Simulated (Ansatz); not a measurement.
Steps of a relaxation of `O[CH]1[NH][GeH2]1` with RKS PBE-D4/def2-SVP.

```sh
$ ansatz run in.yaml --threads 4 --pin off --events-out ev --progress --plain --max-ram 10444MiB
```

```yaml
crystal:
  periodic: [false, false, false]
  atoms:
    - {symbol: O, position_ang: [-1.079800, 1.281200, 0.389900]}
    - {symbol: C, position_ang: [0.091800, 0.665200, 0.243800]}
    - {symbol: N, position_ang: [0.133000, -0.452000, 1.091200]}
    - {symbol: Ge, position_ang: [0.039500, -0.951300, -0.749000]}
    - {symbol: H, position_ang: [-1.190100, 1.910700, -0.432300]}
    - {symbol: H, position_ang: [1.020900, 1.301200, 0.197800]}
    - {symbol: H, position_ang: [1.196200, -0.618900, 1.349700]}
    - {symbol: H, position_ang: [1.318200, -1.623300, -1.216100]}
    - {symbol: H, position_ang: [-1.441100, -1.559200, -0.892200]}
basis:
  gaussian: {orbitals: def2-SVP}
hamiltonian: {xc: pbe, dispersion: d4}
relax: {f_tol: 0.03, max_steps: 200}
```

Positions (Å) and forces (eV/Å) along the path, 14 of 21 steps:

```xyz
9
step=1 energy=-61147.0483 eV
O    -1.080    1.281    0.390   -2.313    3.284   -1.803
C     0.092    0.665    0.244    2.006    0.976   -0.074
N     0.133   -0.452    1.091    3.063   -1.525    1.881
Ge    0.040   -0.951   -0.749   -1.480   -1.353   -1.508
H    -1.190    1.911   -0.432    0.133   -1.438    1.972
H     1.021    1.301    0.198   -0.324    0.031   -0.055
H     1.196   -0.619    1.350   -2.357    0.338   -0.212
H     1.318   -1.623   -1.216    0.256   -0.434   -0.088
H    -1.441   -1.559   -0.892    1.016    0.122   -0.112
9
step=2 energy=-61147.5050 eV
O    -1.084    1.366    0.437   -0.719    1.141   -0.729
C     0.094    0.699    0.244    0.742    0.280    0.272
N     0.167   -0.450    1.088    1.094   -0.373    0.477
Ge    0.019   -0.958   -0.780   -0.210   -0.632   -0.662
H    -1.218    1.967   -0.346    0.113   -0.507    0.730
H     1.015    1.334    0.160   -0.226    0.005   -0.059
H     1.171   -0.585    1.384   -0.928    0.068   -0.110
H     1.267   -1.760   -1.210    0.056    0.033    0.008
H    -1.342   -1.660   -0.994    0.079   -0.015    0.073
9
step=5 energy=-61147.5948 eV
O    -1.071    1.451    0.453    0.063   -0.036   -0.023
C     0.078    0.703    0.254   -0.063   -0.039    0.059
N     0.145   -0.469    1.045    0.046    0.072   -0.026
Ge   -0.021   -0.978   -0.846    0.017   -0.065   -0.021
H    -1.136    2.083   -0.290    0.014    0.001    0.039
H     0.999    1.310    0.096    0.000    0.041   -0.014
H     1.080   -0.603    1.455   -0.081   -0.005   -0.051
H     1.301   -1.680   -1.262   -0.021    0.013    0.025
H    -1.287   -1.864   -0.923    0.025    0.018    0.013
9
step=7 energy=-61147.5967 eV
O    -1.080    1.443    0.442    0.035   -0.073    0.124
C     0.071    0.702    0.248   -0.039   -0.019    0.018
N     0.141   -0.468    1.035   -0.030    0.040   -0.007
Ge   -0.021   -0.985   -0.854    0.020   -0.020   -0.047
H    -1.115    2.123   -0.255    0.015    0.054   -0.083
H     0.988    1.315    0.084   -0.004    0.022   -0.007
H     1.073   -0.607    1.444    0.002    0.010   -0.008
H     1.308   -1.683   -1.246    0.002   -0.014    0.009
H    -1.276   -1.885   -0.915    0.000   -0.002    0.002
9
step=8 energy=-61147.5975 eV
O    -1.078    1.447    0.451    0.008   -0.009    0.001
C     0.069    0.703    0.248    0.003    0.011    0.005
N     0.139   -0.467    1.030   -0.023    0.007    0.025
Ge   -0.021   -0.986   -0.859    0.002    0.001   -0.037
H    -1.112    2.127   -0.250    0.002   -0.003   -0.002
H     0.985    1.316    0.077   -0.004    0.000    0.004
H     1.070   -0.607    1.441    0.014    0.002   -0.004
H     1.310   -1.689   -1.238    0.004   -0.004    0.001
H    -1.272   -1.892   -0.917   -0.006   -0.005    0.006
9
step=9 energy=-61147.5976 eV
O    -1.078    1.447    0.451   -0.001    0.001   -0.011
C     0.068    0.704    0.248    0.007    0.002    0.016
N     0.138   -0.467    1.029   -0.008    0.006    0.029
Ge   -0.021   -0.985   -0.862   -0.003    0.000   -0.035
H    -1.112    2.128   -0.249   -0.001   -0.005    0.003
H     0.984    1.318    0.079   -0.001   -0.004   -0.002
H     1.070   -0.607    1.438    0.008    0.003   -0.006
H     1.310   -1.691   -1.236    0.003   -0.002    0.003
H    -1.271   -1.893   -0.914   -0.003   -0.002    0.002
9
step=12 energy=-61147.5994 eV
O    -1.090    1.431    0.444   -0.007    0.030   -0.049
C     0.070    0.711    0.272   -0.002   -0.044    0.055
N     0.134   -0.462    1.026    0.131    0.006    0.026
Ge   -0.025   -0.953   -0.920    0.021   -0.044   -0.017
H    -1.112    2.118   -0.252   -0.017   -0.010    0.020
H     0.979    1.335    0.105    0.011   -0.001   -0.012
H     1.093   -0.622    1.371   -0.109    0.004   -0.042
H     1.309   -1.725   -1.169   -0.060    0.036    0.021
H    -1.270   -1.880   -0.894    0.032    0.024   -0.001
9
step=13 energy=-61147.6001 eV
O    -1.100    1.417    0.437    0.035    0.018   -0.055
C     0.073    0.716    0.294   -0.054   -0.025    0.105
N     0.135   -0.458    1.023    0.325    0.026    0.086
Ge   -0.029   -0.922   -0.974    0.106   -0.165   -0.087
H    -1.115    2.106   -0.256   -0.018   -0.016    0.026
H     0.975    1.349    0.126    0.005   -0.003   -0.016
H     1.115   -0.640    1.309   -0.292    0.032   -0.072
H     1.303   -1.751   -1.102   -0.150    0.092    0.015
H    -1.267   -1.864   -0.876    0.043    0.041   -0.002
9
step=15 energy=-61147.6079 eV
O    -1.122    1.375    0.422    0.059   -0.010   -0.068
C     0.078    0.725    0.358   -0.052    0.260    0.152
N     0.149   -0.438    1.019    0.470   -0.163    0.196
Ge   -0.018   -0.863   -1.146    0.121   -0.411   -0.007
H    -1.122    2.076   -0.259    0.002   -0.014    0.030
H     0.959    1.381    0.162   -0.023   -0.041   -0.034
H     1.145   -0.674    1.210   -0.459    0.121   -0.120
H     1.260   -1.815   -0.964   -0.226    0.168   -0.073
H    -1.241   -1.814   -0.818    0.108    0.090   -0.076
9
step=16 energy=-61147.6132 eV
O    -1.118    1.392    0.432    0.100   -0.066   -0.048
C     0.077    0.737    0.359   -0.044   -0.117    0.129
N     0.151   -0.432    1.031    0.245    0.050   -0.034
Ge   -0.019   -0.890   -1.113    0.070   -0.090   -0.014
H    -1.122    2.089   -0.254    0.006    0.001    0.020
H     0.961    1.386    0.151   -0.026   -0.028   -0.009
H     1.143   -0.663    1.229   -0.290    0.103   -0.089
H     1.264   -1.822   -0.995   -0.136    0.094    0.016
H    -1.248   -1.844   -0.857    0.076    0.054    0.028
9
step=17 energy=-61147.6166 eV
O    -1.131    1.375    0.429    0.124   -0.108   -0.012
C     0.078    0.752    0.413   -0.031    0.366   -0.081
N     0.165   -0.407    1.035    0.164   -0.327    0.117
Ge   -0.004   -0.876   -1.215    0.073   -0.279    0.063
H    -1.124    2.080   -0.247    0.031    0.030    0.015
H     0.949    1.408    0.162   -0.079   -0.057    0.017
H     1.155   -0.672    1.182   -0.210    0.135   -0.057
H     1.223   -1.876   -0.929   -0.153    0.155   -0.046
H    -1.222   -1.830   -0.846    0.081    0.086   -0.018
9
step=19 energy=-61147.6222 eV
O    -1.126    1.383    0.425   -0.005   -0.021   -0.034
C     0.070    0.745    0.383    0.073    0.022    0.034
N     0.152   -0.426    1.016    0.035   -0.028    0.084
Ge   -0.009   -0.893   -1.167   -0.017   -0.026   -0.061
H    -1.109    2.105   -0.233   -0.004    0.009    0.010
H     0.950    1.395    0.162   -0.028   -0.011   -0.017
H     1.141   -0.659    1.191   -0.060    0.023   -0.026
H     1.240   -1.848   -0.956    0.005    0.017    0.006
H    -1.220   -1.849   -0.839    0.001    0.015    0.003
9
step=20 energy=-61147.6234 eV
O    -1.131    1.378    0.421    0.032   -0.014   -0.020
C     0.072    0.753    0.402    0.023   -0.173    0.105
N     0.156   -0.421    1.026    0.029    0.161   -0.104
Ge   -0.010   -0.897   -1.202    0.046   -0.036    0.050
H    -1.106    2.106   -0.231   -0.005    0.000    0.020
H     0.947    1.404    0.166   -0.023   -0.022   -0.009
H     1.147   -0.660    1.180   -0.073    0.034   -0.025
H     1.234   -1.859   -0.940   -0.059    0.034   -0.014
H    -1.219   -1.850   -0.838    0.029    0.016   -0.002
9
step=21 energy=-61147.6245 eV
O    -1.133    1.376    0.419    0.010    0.009   -0.007
C     0.070    0.756    0.410    0.026   -0.008   -0.021
N     0.155   -0.417    1.022   -0.004    0.001    0.004
Ge   -0.005   -0.899   -1.210    0.004   -0.020   -0.002
H    -1.103    2.112   -0.223   -0.005    0.000    0.017
H     0.943    1.405    0.165   -0.022   -0.004    0.007
H     1.145   -0.658    1.169   -0.006    0.008    0.004
H     1.226   -1.869   -0.933   -0.004    0.009   -0.001
H    -1.210   -1.853   -0.837    0.001    0.006   -0.001
```

Run time 24 s (4 threads of an Arm Neoverse V1 on a shared host); peak host memory 0.15 GiB.
